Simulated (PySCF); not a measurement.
This PySCF input asks for the NMR shieldings of `CCP1CC[C@H](C)[C@@H]1C`, C8H17P; the geometry comes from GFN2-xTB.

```python
import basis_set_exchange as bse
import numpy as np
from pyscf import gto, dft
from pyscf.prop import nmr

atoms = """
C     3.157562   -0.356557    0.376473
C     2.209771    0.700838   -0.172413
P     0.611197    0.766975    0.792881
C    -0.359914    1.858317   -0.376010
C    -1.151796    0.947674   -1.313338
C    -1.530935   -0.305959   -0.522902
C    -2.600224    0.002741    0.519623
C    -0.218140   -0.785439    0.110960
C    -0.376922   -1.862340    1.176442
H     4.108186   -0.333020   -0.154284
H     2.730748   -1.351801    0.267777
H     3.348200   -0.181880    1.433686
H     2.668772    1.689729   -0.077748
H     2.000264    0.521833   -1.231511
H     0.310880    2.529340   -0.914979
H    -1.034994    2.477046    0.219204
H    -0.529869    0.658836   -2.163872
H    -2.035292    1.456796   -1.702437
H    -1.915331   -1.073139   -1.205099
H    -3.438808    0.521109    0.058779
H    -2.975355   -0.911188    0.972688
H    -2.188654    0.634158    1.305199
H     0.419524   -1.181593   -0.689820
H    -0.909413   -1.478084    2.042373
H     0.601313   -2.203025    1.511386
H    -0.921816   -2.718753    0.780061
"""
names = dict.fromkeys(["C", "P", "H"], "pcSseg-1")
basis = {el: gto.basis.parse(bse.get_basis(n, elements=[el], fmt="nwchem")) for el, n in names.items()}
mol = gto.M(atom=atoms, basis=basis, charge=0, verbose=0)
mf = dft.RKS(mol, xc="PBE0")
mf.grids.level = 2
mf.grids.alignment = dft.numint.BLKSIZE   # the property module wants whole blocks of grid points
mf.conv_tol = 1e-9
mf.kernel()

calc = nmr.RKS(mf)   # GIAO
C = mf.mo_coeff
Co = C[:, mf.mo_occ > 0]
resp = mf.gen_response(singlet=True, hermi=2)
def vind(x):   # induced exchange potential for any number of trial vectors
    d = np.einsum("pi,xij,qj->xpq", C, 2 * x.reshape(-1, C.shape[1], Co.shape[1]), Co, optimize=True)
    return np.einsum("xpq,pi,qj->xij", resp(d - d.transpose(0, 2, 1)), C, Co, optimize=True).ravel()
mo1, _ = nmr.rhf.solve_mo1(calc, with_cphf=vind)
sigma = calc.kernel(mo1)
for i, s in enumerate(sigma):   # ppm
    print("%2d %-2s %9.2f" % (i, mol.atom_pure_symbol(i), np.trace(s) / 3))
```

Q: What are the results?

A: 
```
 0 C     174.06
 1 C     156.56
 2 P     345.82
 3 C     158.41
 4 C     147.96
 5 C     141.06
 6 C     168.81
 7 C     137.75
 8 C     167.21
 9 H      30.30
10 H      30.78
11 H      30.60
12 H      30.21
13 H      30.28
14 H      30.33
15 H      29.66
16 H      29.69
17 H      29.92
18 H      29.55
19 H      31.11
20 H      30.50
21 H      30.93
22 H      30.07
23 H      30.43
24 H      30.35
25 H      30.44
```

These numbers come from an equivalent density-fitted implementation of the same equations, which agrees with the script to about 0.01 ppm for H and up to a few tenths of a ppm for heavy atoms, so last digits may differ.

Size and cost of the density-fitted run: 245 basis functions, 66 s wall time on 1 thread of an Arm Neoverse V1, shared host; peak memory 1.2 GiB.
